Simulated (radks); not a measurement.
Task: The mean radii <r> (bohr) of the occupied orbitals of an atom or ion are listed with their occupations. Method: Dirac Kohn-Sham, LDA (Slater exchange, Perdew-Wang correlation), spin-unpolarised, spherical densities, finite nucleus; Fermi nuclear charge, rms radius of each element as measured or else 0.836 A^(1/3) + 0.57 fm; computed with a radial shooting solver on a logarithmic mesh with Libxc functionals.

| orbital | occ. | <r> |
|---|---|---|
| 1s1/2 | 2 | 0.03266 |
| 2s1/2 | 2 | 0.1401 |
| 2p1/2 | 2 | 0.1189 |
| 2p3/2 | 4 | 0.1236 |
| 3s1/2 | 2 | 0.3482 |
| 3p1/2 | 2 | 0.3335 |
| 3p3/2 | 2 | 0.3408 |

Name the element and its charge. Open shells, if any, fill j = l - 1/2 first.

Result: Z = 45, rhodium, charge +29: Rh29+ in [Ne] 3s2 3p4. The 1s radius gives Z: for a bare nucleus <r> = (2 gamma + 1)/(2Z) with gamma = sqrt(1 - (Z/c)^2), 0.0321 bohr for Z = 45, and screening makes it slightly larger (0.03266 here). The occupations add up to 16, and the charge is Z minus that.
